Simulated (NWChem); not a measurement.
System: C2H7Si, doublet; SMILES C[SiH]C

In the optimisation the excess spin sits in a' (Cs, its own frame).

**Question.** Give the equilibrium geometry at PBE0/def2-SVP, spin-unrestricted (NWChem) as a Z-matrix, with the point group.

**Answer.** point group Cs; any orientation.
```
Si
H 1 1.5022
C 1 1.8866 2 110.27
H 3 1.1006 1 111.05 2 -56.40
H 3 1.1011 4 107.98 1 121.99
H 3 1.1037 4 107.94 5 116.43
C 1 1.8866 2 110.27 3 124.32
H 7 1.1006 1 111.05 2 56.40
H 7 1.1011 8 107.98 1 -121.99
H 7 1.1037 8 107.94 9 -116.43
```
